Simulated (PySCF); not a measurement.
All numbers come from PBE0 in PySCF with Hf def2-TZVP with ECP60, H def2-TZVP; scalar-relativistic core potentials, no spin–orbit coupling; density-fitted integrals.

Each entry is the lowest minimum that a search over a few typed start shapes (and spin states, where more than one is plausible) found, or that minimum re-optimised at the stated level; isomers with ligand–ligand bonds, or fragments after loss of a ligand pair, can lie lower. Open shells are unrestricted.

HfH3 is a doublet of C3v symmetry with Hf–H 1.860 Å (×3); H–Hf–H 118.6° (×3). Its wavenumbers are 181, 663 (×2), 1669 (×2), 1712 cm⁻¹.

What changes when one electron is removed, giving HfH₃⁺?

It costs 7.27 eV between the minima (7.31 eV with zero-point energy). HfH₃⁺ is a singlet of C3v symmetry with Hf–H 1.787 Å (×3); H–Hf–H 101.5° (×3); wavenumbers 500, 605 (×2), 1871 (×2), 1900 cm⁻¹.

With an element this heavy the missing spin–orbit coupling can shift these numbers.
